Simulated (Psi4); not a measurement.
C3H9SSi, charge -2, doublet, at a GFN2-xTB geometry of the parent state (a state made from the parent by changing its charge; the spin is typed, not shown lowest) (a gas-phase anion, which may not be bound at this level); MP2/6-31G** run with Psi4 1.11.

The Psi4 input:
```
memory 2 GB

molecule {
-2 2
C    -0.66527905    1.39158027   -1.26798844
Si   -0.03507884   -0.04241848   -0.15351759
C     1.43819436   -0.76993238   -1.15138511
C    -1.40188933   -1.38222373   -0.33324230
S     0.40325756    0.48763215    1.76479966
H    -0.88868398    1.07031541   -2.28394357
H    -1.56974025    1.82811284   -0.85120668
H     0.07778923    2.18330239   -1.32581044
H     1.82554760   -1.66085812   -0.66299329
H     1.16582809   -1.04088496   -2.17005435
H     2.25285442   -0.05177741   -1.20523852
H    -1.60814861   -1.63892436   -1.37095497
H    -2.33142107   -1.04009766    0.11535357
H    -1.11119842   -2.29398882    0.18299504
}

set {
  basis 6-31g**
  reference uhf
}

energy('mp2')
print_variables()
```

The log (banner, timings and long lists left out):

```
    SCF Algorithm Type (re)set to DF.

   => Loading Basis Set <=

    Name: 6-31G**
    Role: ORBITAL
    Keyword: BASIS

         ---------------------------------------------------------
                                   SCF
               by Justin Turney, Rob Parrish, Andy Simmonett
                          and Daniel G. A. Smith
                              UHF Reference
         ---------------------------------------------------------

  ==> Geometry <==

    Molecular point group: c1
    Full point group: C1

    Geometry (in Angstrom), charge = -2, multiplicity = 2:

       Center              X                  Y                   Z               Mass
    ------------   -----------------  -----------------  -----------------  -----------------
         C           -0.685842916088     1.366713777566    -1.357983283440    12.000000000000
         SI          -0.055642706088    -0.067284972434    -0.243512433440    27.976926534650
         C            1.417630493912    -0.794798872434    -1.241379953440    12.000000000000
         C           -1.422453196088    -1.407090222434    -0.423237143440    12.000000000000
         S            0.382693693912     0.462765657566     1.674804816560    31.972071174400
         H           -0.909247846088     1.045448917566    -2.373938413440     1.007825032230
         H           -1.590304116088     1.803246347566    -0.941201523440     1.007825032230
         H            0.057225363912     2.158435897566    -1.415805283440     1.007825032230
         H            1.804983733912    -1.685724612434    -0.752988133440     1.007825032230
         H            1.145264223912    -1.065751452434    -2.260049193440     1.007825032230
         H            2.232290553912    -0.076643902434    -1.295233363440     1.007825032230
         H           -1.628712476088    -1.663790852434    -1.460949813440     1.007825032230
         H           -2.351984936088    -1.064964152434     0.025358726560     1.007825032230
         H           -1.131762286088    -2.318855312434     0.093000196560     1.007825032230

  Running in c1 symmetry.

  Rotational constants: A =      0.10882  B =      0.07043  C =      0.07043 [cm^-1]
  Rotational constants: A =   3262.35700  B =   2111.47527  C =   2111.47526 [MHz]
  Nuclear repulsion =  288.126022543971089

  Charge       = -2
  Multiplicity = 2
  Electrons    = 59
  Nalpha       = 30
  Nbeta        = 29

  ==> Algorithm <==

  SCF Algorithm Type is DF.
  DIIS enabled.
[...]
  @DF-UHF Final Energy:  -805.02847937960030
    Total Energy =                       -805.0284793796002987
[...]
 Magnitude           :                                                    0.1658353

 ------------------------------------------------------------------------------------

  //>>>>>>>>>>>>>>>>>>>>>>>>>>>>>>>>>>>//
  //               DFMP2               //
  //<<<<<<<<<<<<<<<<<<<<<<<<<<<<<<<<<<<//

   => Loading Basis Set <=

    Name: (6-31G** AUX)
    Role: RIFIT
    Keyword: DF_BASIS_MP2

	 --------------------------------------------------------
	                          DF-MP2
	      2nd-Order Density-Fitted Moller-Plesset Theory

	        Rob Parrish, Justin Turney, Andy Simmonett,
	           Ed Hohenstein, and C. David Sherrill
	 --------------------------------------------------------

	 --------------------------------------------------------
	                 NBF =   128, NAUX =   446
	 --------------------------------------------------------
	   CLASS    FOCC     OCC    AOCC    AVIR     VIR    FVIR
	   ALPHA       0      30      30      98      98       0
	    BETA       0      29      29      99      99       0
	 --------------------------------------------------------

	-----------------------------------------------------------
	 ==================> DF-MP2 Energies <====================
	-----------------------------------------------------------
	 Reference Energy          =    -805.0284793796002987 [Eh]
	 Singles Energy            =      -0.0000000000000000 [Eh]
	 Same-Spin Energy          =      -0.1724470572871849 [Eh]
	 Opposite-Spin Energy      =      -0.5510936572300473 [Eh]
	 Correlation Energy        =      -0.7235407145172322 [Eh]
	 Total Energy              =    -805.7520200941174835 [Eh]
	-----------------------------------------------------------
	 ================> DF-SCS-MP2 Energies <==================
	-----------------------------------------------------------
	 SCS Same-Spin Scale       =       0.3333333333333333 [-]
	 SCS Opposite-Spin Scale   =       1.2000000000000000 [-]
	 SCS Same-Spin Energy      =      -0.0574823524290616 [Eh]
	 SCS Opposite-Spin Energy  =      -0.6613123886760568 [Eh]
	 SCS Correlation Energy    =      -0.7187947411051184 [Eh]
	 SCS Total Energy          =    -805.7472741207054696 [Eh]
	-----------------------------------------------------------

  Variable Map:
  ----------------------------------------------------------------------------
[...]
  Array Variable Map:
  ----------------------------------------------------------------------------
[...]
[...]
```
